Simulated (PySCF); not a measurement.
**Ti (titanium, neutral) across methods**

[Ar] 3d2 4s2, high-spin 3F determinant. Computed with PySCF 2.14 in x2c-TZVPPall, with the spin-free X2C one-electron Hamiltonian (Gaussian nucleus).

```tsv
method	E (hartree)	mean ε 3d α (eV)	mean ε 4s α (eV)	mean ε 4s β (eV)	Σ⟨r²⟩ (bohr²)	⟨S²⟩
PBE0	-853.507	-6.909	-5.213	-4.756	47.35	2.003
BHandHLYP	-853.705	-8.601	-5.617	-5.277	47.48	2.003
LDA	-851.603	-5.159	-4.778	-4.297	46.67	2.003
PBE	-853.475	-5.184	-4.622	-4.161	47.16	2.003
TPSSh	-853.717	-6.077	-4.887	-4.363	47.45	2.004
UHF	-852.73923	-11.933	-6.371	-5.751	49.77	2.008
r2SCAN	-853.659	-5.750	-4.763	-4.225	47.75	2.011
M06	-853.658	-6.233	-5.010	-4.906	45.81	2.001
PBEsol	-852.496	-5.117	-4.646	-4.163	47.05	2.003
```
